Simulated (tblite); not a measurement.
A geometry optimisation, step by step.

C6H13NOSi2.
SMILES with atom numbers: `[CH3:1][N:2]([CH3:3])[C:4](=[O:5])[C@H:6]1[CH:7]=[CH:8][SiH2:9][SiH2:10]1` (hydrogens: H11, H12, H13 on C1; H14, H15, H16 on C3; H17 on C6; H18 on C7; H19 on C8; H20, H21 on Si9; H22, H23 on Si10)

Computed with GFN2-xTB (tblite), gas phase: L-BFGS steps from a force-field or distance-geometry start until the largest atomic force falls under 0.01 eV/Å. 3 of its 116 geometries are shown.

Step 0: E = -813.0375 eV, largest atomic force 2.038 eV/Å
```
atom  x, y, z in Å  |  force x, y, z in eV/Å
C1     -2.293   -0.557   -1.053   -0.640   0.304   0.587
N2     -1.884    0.308    0.035    1.847   0.403   0.760
C3     -2.919    1.077    0.690   -0.407   0.033  -0.314
C4     -0.577    0.412    0.517   -0.332   0.268   0.316
O5     -0.271    1.234    1.393   -0.491  -1.204  -1.244
C6      0.473   -0.547   -0.062    0.180   0.491   0.018
C7      1.273    0.214   -1.127    1.093  -0.090   0.797
C8      2.572    0.549   -0.954   -1.273  -0.204  -0.373
Si9     3.446    0.073    0.611   -0.012  -0.251   1.061
Si10    1.661   -1.247    1.318    0.442   0.717   0.267
H11    -2.610   -1.521   -0.639   -0.046  -0.097  -0.191
H12    -3.152   -0.100   -1.571    0.271  -0.114   0.191
H13    -1.506   -0.702   -1.768    0.305  -0.024  -0.234
H14    -3.714    0.398    1.012   -0.018   0.041   0.047
H15    -2.569    1.647    1.555    0.325  -0.339  -0.275
H16    -3.338    1.788   -0.030   -0.081   0.027   0.060
H17     0.022   -1.433   -0.495   -0.369   0.092  -0.367
H18     0.752    0.492   -2.036   -0.127  -0.039   0.051
H19     3.132    1.095   -1.696   -0.291   0.087  -0.328
H20     4.677   -0.705    0.327   -0.088   0.331   0.018
H21     3.698    1.273    1.464    0.138  -0.382  -0.370
H22     1.192   -1.037    2.714   -0.070  -0.217  -0.548
H23     1.930   -2.685    1.064   -0.358   0.167   0.072
```

Step 58: E = -813.4395 eV, largest atomic force 0.115 eV/Å
```
atom  x, y, z in Å  |  force x, y, z in eV/Å
C1     -2.295   -0.485   -1.050   -0.008   0.062   0.008
N2     -1.748    0.298    0.036    0.047  -0.009  -0.004
C3     -2.674    1.171    0.723    0.047  -0.016   0.002
C4     -0.467    0.220    0.464    0.088   0.007  -0.073
O5     -0.028    0.952    1.342   -0.070  -0.021   0.017
C6      0.456   -0.792   -0.155    0.039  -0.028  -0.044
C7      1.258   -0.057   -1.192   -0.037   0.060   0.035
C8      2.406    0.557   -0.918   -0.041  -0.008  -0.017
Si9     3.203    0.290    0.771   -0.024   0.090  -0.039
Si10    1.608   -1.278    1.328   -0.006   0.095  -0.048
H11    -2.538   -1.509   -0.740    0.077   0.050  -0.016
H12    -3.214   -0.008   -1.384   -0.049   0.016  -0.001
H13    -1.611   -0.506   -1.899    0.001  -0.084   0.062
H14    -3.480    0.587    1.174    0.005   0.026   0.005
H15    -2.119    1.695    1.498   -0.015  -0.003   0.032
H16    -3.102    1.903    0.033    0.013  -0.017  -0.014
H17    -0.096   -1.612   -0.614    0.026  -0.038   0.021
H18     0.803    0.009   -2.181    0.030   0.044   0.096
H19     2.888    1.160   -1.676   -0.032  -0.086  -0.063
H20     4.590   -0.146    0.518   -0.018  -0.068   0.050
H21     3.329    1.536    1.530   -0.064   0.005   0.028
H22     0.858   -1.270    2.582   -0.006  -0.030  -0.034
H23     1.967   -2.687    1.077   -0.005  -0.048  -0.002
```

Step 115: E = -813.4746 eV, largest atomic force 0.009 eV/Å
```
atom  x, y, z in Å  |  force x, y, z in eV/Å
C1     -2.312   -0.470   -1.004    0.002   0.004   0.004
N2     -1.691    0.308    0.042    0.002   0.006   0.000
C3     -2.546    1.246    0.734    0.000   0.000   0.000
C4     -0.411    0.161    0.443   -0.001   0.000   0.003
O5      0.070    0.865    1.326    0.000   0.002  -0.002
C6      0.460   -0.875   -0.199   -0.001   0.002   0.000
C7      1.257   -0.146   -1.238    0.002  -0.005  -0.002
C8      2.363    0.530   -0.944    0.003  -0.002   0.000
Si9     3.028    0.426    0.821    0.000   0.005  -0.006
Si10    1.629   -1.347    1.271   -0.002  -0.005  -0.001
H11    -2.616   -1.458   -0.645   -0.002  -0.001   0.002
H12    -3.200    0.060   -1.347   -0.001   0.002  -0.004
H13    -1.642   -0.591   -1.853    0.008  -0.001   0.000
H14    -3.409    0.730    1.163    0.003   0.000   0.001
H15    -1.964    1.706    1.530   -0.002  -0.001  -0.001
H16    -2.896    2.022    0.049   -0.004  -0.003   0.002
H17    -0.113   -1.688   -0.642    0.002  -0.001   0.001
H18     0.847   -0.148   -2.245    0.001  -0.001  -0.001
H19     2.862    1.091   -1.722   -0.008   0.004   0.002
H20     4.475    0.141    0.759    0.002  -0.001   0.002
H21     2.870    1.681    1.555   -0.001  -0.004  -0.002
H22     0.821   -1.514    2.478   -0.002  -0.002   0.002
H23     2.112   -2.703    0.936   -0.001   0.001   0.001
```

Task: Summarise the path.

Result: The energy falls by 0.4372 eV from step 0 to step 115; nine tenths of that is first reached at step 56. It rises by more than 0.2 meV at step 61. The largest force goes from 2.038 to 0.009 eV/Å. Among the bonds N2–C4 changes most, from 1.397 to 1.349 Å; the atoms move by 0.472 Å rms after alignment.

The cost below is that of the whole relaxation. Hardware: an Arm Neoverse V2 with one thread, shared host with 32 logical CPUs at a one-minute load of 29. Cost: 1.1 s wall.
